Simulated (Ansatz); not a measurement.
Consider the ligand exchange at the Al–C bond: `CO[CH2][AlH2]` + `CC(=N)O` → `C/C(O)=[N]\[AlH2]` + dimethyl ether.

Gas-phase electronic energies from Ansatz, PBE0-D4/def2-TZVP geometries. CCSD(T)/CBS is the MP2 limit (def2-TZVPP, def2-QZVPP) plus CCSD(T) − MP2 in def2-TZVPP, frozen cores. DFT in def2-TZVPP. B3LYP here is the variant with VWN-RPA as its local correlation; programs differ in this. One conformer a species, not always the lowest.

`CO[CH2][AlH2]`:

Cartesian coordinates in Å:
```
C -1.642 0.915 0.028
O -0.822 -0.215 -0.091
C 0.549 0.087 0.053
Al 1.660 -1.531 -0.123
H -1.406 1.663 -0.742
H -2.677 0.591 -0.096
H -1.529 1.389 1.013
H 0.864 0.840 -0.694
H 0.743 0.570 1.029
H 1.027 -2.958 -0.396
H 3.233 -1.351 0.019
```

`CC(=N)O`:

Z-matrix (Å, degrees):
```
C
C 1 1.493
H 1 1.092 2 109.8
H 1 1.092 2 109.8 3 117.7
H 1 1.088 2 111.1 3 -121.1
N 2 1.263 1 129.2 3 121.0
O 2 1.346 1 111.4 3 -59.0
H 6 1.014 2 111.4 1 0.0
H 7 0.967 2 106.0 1 180.0
```

`C/C(O)=[N]\[AlH2]`:

```xyz
11

C    -0.136   -0.783   -1.542
C    -0.243   -0.622   -0.058
O    -0.761   -1.742    0.499
N     0.083    0.379    0.611
Al    0.593    1.865    1.360
H    -1.124   -0.981   -1.963
H     0.284    0.113   -1.990
H     0.493   -1.645   -1.775
H    -0.806   -1.579    1.450
H    -0.477    3.014    1.552
H     2.092    1.980    1.856
```

`COC`:

Z-matrix (Å, degrees):
```
C
O 1 1.399
H 1 1.090 2 107.7
H 1 1.100 2 111.6 3 119.4
H 1 1.100 2 111.6 3 -119.4
C 2 1.399 1 112.1 3 -180.0
H 6 1.100 2 111.6 1 60.6
H 6 1.090 2 107.7 1 -179.9
H 6 1.100 2 111.6 1 -60.5
```

| level | ΔE (kJ/mol) |
| --- | --- |
| B3LYP-D4 | -117.3 |
| B2PLYP | -117.9 |

Question: What does CCSD(T)/CBS give? (An estimate is asked.)

Answer: Ansatz gave: -111.4 kJ/mol. The listed levels differ from it by -5.9, -6.5 kJ/mol.

Largest T1 diagnostic among the species: 0.014.
